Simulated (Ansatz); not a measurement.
C2H6BClO (`COCBCl`). The species carries charge 0 and has multiplicity 1.

```xyz
11

C    -1.4784   -0.0379    0.5966
O    -0.7512    0.8766   -0.1741
C     0.6385    0.6579   -0.0876
B     1.1732   -0.5902   -0.8596
Cl    2.8841   -0.9391   -0.8043
H    -1.2307    0.0517    1.6645
H    -1.2913   -1.0761    0.2862
H    -2.5371    0.1822    0.4588
H     0.9765    0.6436    0.9638
H     1.1269    1.5409   -0.5246
H     0.4895   -1.3096   -1.5197
```

Question: List the harmonic frequencies (cm⁻¹, unscaled) at PBE0-D4/def2-TZVP in Ansatz. (Estimate.)

Answer: Computed: 76, 151, 177, 257, 318, 441, 543, 840, 932, 960, 981, 1093, 1171, 1177, 1229, 1295, 1350, 1411, 1471, 1481, 1498, 2661, 2961, 2983, 3031, 3038, 3138.

Question: Is this a minimum?

Answer: Yes, all 27 modes are real.

Question: Give the ideal-gas thermochemistry at 298.15 K and 1 bar (rigid rotor, harmonic oscillator; point group C1, symmetry number 1).

Answer: Zero-point energy 219.3 kJ/mol; H(298) − E = 238.9 kJ/mol; entropy 336.5 J/(mol·K), of which translation 165.3, rotation 111.7, vibration 59.5; G(298) − E = 138.6 kJ/mol. Modes under 100 cm⁻¹ are hindered rotations or soft bends, so the harmonic entropy is rough.

Question: And at 400, 500, 600, 800 and 1000 K?

Answer: 
| T (K) | H − E (kJ/mol) | S (J/mol/K) | G − E (kJ/mol) |
| --- | --- | --- | --- |
| 400 | 249.8 | 367.7 | 102.7 |
| 500 | 262.4 | 396.0 | 64.5 |
| 600 | 276.9 | 422.2 | 23.5 |
| 800 | 309.8 | 469.5 | -65.7 |
| 1000 | 347.0 | 510.9 | -163.8 |

Question: Rotational constants (cm⁻¹)?

Answer: 0.4987, 0.05033, 0.04828.
